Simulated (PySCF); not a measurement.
Below is a simulated gas-phase C 1s photoelectron spectrum of spiro(3.4)octane, `C1CCC2(C1)CCC2`.

Every computed line was given a Gaussian of 0.6 eV full width at half maximum and an area set by the number of equivalent atoms; the highest printed point is 100. Level of theory: delta-SCF UKS SCAN, pcX-2 on the ionised atom, pcseg-1 elsewhere, spin-free X2C (PySCF 2.14.0).

binding energy (eV), intensity and a bar:
```
    289.2          0 
    289.3          1 
    289.4          2 #
    289.5          5 ##
    289.6         13 ####
    289.7         26 ########
    289.8         45 #############
    289.9         68 ####################
    290.0         89 ###########################
    290.1        100 ##############################
    290.2         98 #############################
    290.3         83 #########################
    290.4         60 ##################
    290.5         38 ###########
    290.6         21 ######
    290.7         10 ###
    290.8          4 #
    290.9          1 
    291.0          0 
    291.1          0
```

Problem. How many maxima does the curve show, and how many computed lines lie under it?

Solution. The curve has 1 maximum (at 290.1 eV). Under it lie 5 lines from 5 inequivalent carbon sites. At this width some lines have no maximum of their own.

Problem. Decompose the envelope and assign each component. Numbering: `[CH2:1]1[CH2:2][CH2:3][C:4]2([CH2:5]1)[CH2:6][CH2:7][CH2:8]2`.

Solution. 
```tsv
position (eV)	relative area	line	atoms	environment
290.06	1	C 1s	C4	sp3 carbon at a ring junction
290.08	2	C 1s	C6/C8	four-membered-ring carbon
290.11	2	C 1s	C3/C5	ring CH2 carbon
290.20	2	C 1s	C1/C2	ring CH2 carbon
290.23	1	C 1s	C7	four-membered-ring carbon
```

Problem. What are the centre and the root-mean-square width of the whole band?

Solution. The area-weighted mean of the lines is 290.13 eV. Their own spread about it is 0.06 eV (rms) and each Gaussian has σ = 0.6/2.355 = 0.25 eV; the variances add, which gives 0.26 eV.

The 5 C 1s values lie within 0.17 eV of each other; Gaussian lines of 0.5 eV full width would blend them into one maximum.

The curve has no shake-up lines and no vibrational structure. Topologically equivalent atoms share the value of their first member; where this conformer doesn't relate them by symmetry, their own values could differ. The structure is a single PBE0-D3(BJ)/def2-SVP conformer in the gas phase; no vibrational or solvent corrections.
